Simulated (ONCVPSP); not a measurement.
**Varying the ONCV potential for Tc (Z = 43)**

Base potential:

technetium (Tc), optimised norm-conserving Vanderbilt (ONCV), made with ONCVPSP 4.0.1 (PBE, scalar-relativistic). Core [Ar] 3d10, reference 4s2 4p6 4d5 5s2. Waves: 4s+5s: rc 2.05 bohr, ncon 3, nbas 8, qcut 7.4 1/bohr, 3 projectors, debl 2.1 Ha; 4p: rc 1.80 bohr, ncon 4, nbas 8, qcut 8.5 1/bohr, 2 projectors, debl 1.3 Ha; 4d: rc 1.95 bohr, ncon 4, nbas 8, qcut 9.5 1/bohr, 1 projector. Local part: polynomial inside 1.50 bohr (lpopt 5, dvloc0 6 Ha). Core correction: none.

In the p channel the program set the typed energies aside and used -1.666, 0.250 Ha.

All-electron outer shells of the reference configuration (PBE, scalar-relativistic, ld1.x):

```csv
shell,level (eV),outermost node (bohr),outermost maximum (bohr)
3d,-249.88,–,0.31
4s,-73.38,0.50,0.95
4p,-45.34,0.51,1.03
4d,-6.66,0.50,1.27
5s,-5.04,1.28,2.72
```

Cutoffs, loose and tight: the cutoffs (Ha) at which the residual kinetic energy of the hardest occupied pseudo-wave falls to 1 and 0.1 mHa per electron. They do not see the model core or the augmentation charge, which bear on the density cutoff. Test errors are all-electron minus pseudo excitation energies from the reference, over the configurations 4s2 4p6 4d5 5s1; 4s2 4p6 4d5 5s0; 4s2 4p6 4d4 5s0; 4s2 4p6 4d6 5s0. A dash means not determined; rows that change the core or the reference have their own tests.

```csv
change,outcome,"cutoff, loose","cutoff, tight",bound ghosts,GHOST(+) flags above zero,largest test error (meV)
base,"generated, projector energies reset by the program",23 Ha,28 Ha,none,none,-10
s: qcut 5; p: qcut 5.8; d: qcut 6.4,"generated, projector energies reset by the program",17 Ha,21 Ha,none,none,-14
s: qcut 5.4; p: qcut 6.2; d: qcut 6.9,"generated, projector energies reset by the program",18 Ha,21 Ha,none,none,-13
s: qcut 8.7; p: qcut 10; d: qcut 11.2,"generated, projector energies reset by the program",22 Ha,30 Ha,none,none,-9.9
s: qcut 9.4; p: qcut 10.8; d: qcut 12.1,"failed: ERROR pspot: first pseudo wave function has node, program will stop",–,–,–,–,–
s: qcut 10; p: qcut 11.5; d: qcut 12.8,"failed: ERROR pspot: first pseudo wave function has node, program will stop",–,–,–,–,–
s: qcut 10.7; p: qcut 12.3; d: qcut 13.7,"failed: ERROR pspot: first pseudo wave function has node, program will stop",–,–,–,–,–
```

Problem. What comes out with this change to the base: s: qcut 6.9; p: qcut 7.9; d: qcut 8.9?

Solution. outcome: generated, projector energies reset by the program; cutoff, loose: 22 Ha; cutoff, tight: 27 Ha; bound ghosts: none; GHOST(+) flags above zero: none; largest test error (meV): -11.

Problem. What comes out with this change to the base: s: qcut 6.3; p: qcut 7.3; d: qcut 8.1?

Solution. outcome: generated, projector energies reset by the program; cutoff, loose: 21 Ha; cutoff, tight: 25 Ha; bound ghosts: none; GHOST(+) flags above zero: none; largest test error (meV): -11.

Problem. What comes out with this change to the base: s: qcut 7.6; p: qcut 8.7; d: qcut 9.7?

Solution. outcome: generated, projector energies reset by the program; cutoff, loose: 23 Ha; cutoff, tight: 29 Ha; bound ghosts: none; GHOST(+) flags above zero: none; largest test error (meV): -9.9.
